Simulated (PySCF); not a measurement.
# Löwdin shares of the frontier orbitals

C₅H₁₂P₂.
Z-matrix (Å and degrees, GFN2-xTB geometry), rows numbered from 1:
```
C 
C   1  1.3274
P   2  1.8280  1  124.32
C   3  1.8524  2   97.63  1   105.97
P   2  1.8355  1  120.88  3  -176.45
C   5  1.8657  2   96.44  1    78.77
C   6  1.5223  5  111.35  2   167.54
H   1  1.0797  2  122.23  3    -0.75
H   1  1.0800  2  121.52  3   178.96
H   3  1.4032  2   95.65  1     9.50
H   4  1.0885  3  111.03  2   -51.67
H   4  1.0888  3  108.55  2  -172.59
H   4  1.0898  3  109.12  2    69.03
H   5  1.4083  2   94.47  1   173.94
H   6  1.0941  5  108.98  2    44.73
H   6  1.0943  5  106.99  2   -71.94
H   7  1.0886  6  110.40  5   178.08
H   7  1.0884  6  110.56  5   -61.94
H   7  1.0884  6  110.53  5    57.95
```

Method used: PySCF, TDDFT PBE0/def2-SVPD, vertical, gas phase, core orbitals frozen in the response.

Frontier orbitals with the atoms that hold most of them (Löwdin shares over 4%, at most four atoms; ? is withheld):

| orbital | ε (eV) | atoms |
| --- | --- | --- |
| LUMO+2 | 0.69 | P5 22%, C7 19%, C6 11%, C2 7% |
| LUMO+1 | 0.29 | P5 22%, P3 19%, H14 12%, C1 8% |
| LUMO | -0.54 | C1 29%, C2 28%, P3 9%, P5 9% |
| HOMO | -6.65 | ? |
| HOMO-1 | -6.99 | ? |
| HOMO-2 | -8.07 | C2 28%, C1 19%, P3 13%, P5 9% |
| HOMO-3 | -9.21 | C2 17%, P5 16%, C6 13%, P3 9% |

(1) Which atoms hold the HOMO-1, and with what shares?

(2) Give the leading atoms of the HOMO.

(3) The HOMO–LUMO gap is 6.11 eV. Where does the response calculation put the lowest singlet, and from which orbitals?

(4) Give energy, strength and leading configuration of S1, S2, S3 and S4, and follow the Löwdin shares of the leading atoms from the occupied to the empty orbital.

## Answers

(1) P5 (bonded to 2 C and H) 36%; P3 (bonded to 2 C and H) 31%; C2 (bonded to C and 2 P) 7%; H10 (bonded to P) 6%. By element: phosphorus 67%, carbon 7% or more, hydrogen 6% or more.

(2) P3 (bonded to 2 C and H) 25%; P5 (bonded to 2 C and H) 20%; C1 (bonded to C and 2 H) 17%; C2 (bonded to C and 2 P) 16%. By element: phosphorus 45%, carbon 33% or more.

(3) S1 is at 5.11 eV (f = 0.045), 1.00 eV below the gap, made of HOMO→LUMO (76%), HOMO-1→LUMO (17%). 

(4) 
- S1 (5.11 eV, f 0.045), HOMO→LUMO (76%): P3 25% → 9%, P5 20% → 9%, C1 17% → 29%, C2 16% → 28%
- S2 (5.28 eV, f 0.079), HOMO-1→LUMO (82%): P5 36% → 9%, P3 31% → 9%, C1 at most 7% → 29%, C2 7% → 28%
- S3 (5.84 eV, f 0.022), HOMO→LUMO+1 (92%): P3 25% → 19%, P5 20% → 22%
- S4 (6.14 eV, f 0.016), HOMO-1→LUMO+1 (90%): P5 36% → 22%, P3 31% → 19%

On Arm Neoverse N1, one thread, shared host, this took 1.7 min of wall time (grids of density and orbitals included) and 1.1 GiB of memory at its peak.

One conformer stands for the species.
